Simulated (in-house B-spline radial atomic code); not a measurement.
# Ionising the lanthanum ion La⁷⁺ with different functionals

Computed with a radial B-spline atomic code at the basis-set limit: scalar-relativistic (spin-free X2C) Hamiltonian, Fermi nucleus of rms radius 4.855 fm, spin-polarised at highest spin, spherical fractional occupations for the functionals, the average over the highest-spin determinants for Hartree-Fock. The ionisation energy is the difference of two self-consistent energies, [Kr] 4d10 5s2 5p2 → [Kr] 4d10 5s2 5p1, without Breit or QED terms; ε is the level of the shell that loses the electron (its least bound occupied spin orbital). There is no spin-orbit coupling in this Hamiltonian.

Hybrids are left out here: with spherical fractional occupations of an open shell their exact exchange keeps a self-interaction that integer-occupation calculations don't have.

```tsv
method	rung	ΔSCF (eV)	-ε(5p) (eV)
Hartree-Fock	Hartree-Fock	103.73	103.99
LDA VWN5	LDA	104.96	98.11
LDA PW92	LDA	104.95	98.10
LDA exchange-only	LDA	103.59	96.78
PBE	GGA	104.62	97.87
PBEsol	GGA	104.72	97.95
BLYP	GGA	104.54	97.68
RPBE	GGA	104.53	97.82
PW91	GGA	104.76	97.98
BP86	GGA	104.79	98.00
AM05	GGA	104.72	97.95
OLYP	GGA	104.78	98.09
TPSS	meta-GGA	104.59	97.91
SCAN	meta-GGA	104.91	98.31
r2SCAN	meta-GGA	104.87	98.29
revTPSS	meta-GGA	104.60	97.96
```

Task: How do they compare with the NIST value?

Result: NIST lists 105 eV ± 2.1 (tabulated theory, ground level to ground level). Errors run from -1.41 to -0.04 eV; all lie within about twice that uncertainty, so the table can't rank the methods. Hartree-Fock also lacks correlation.
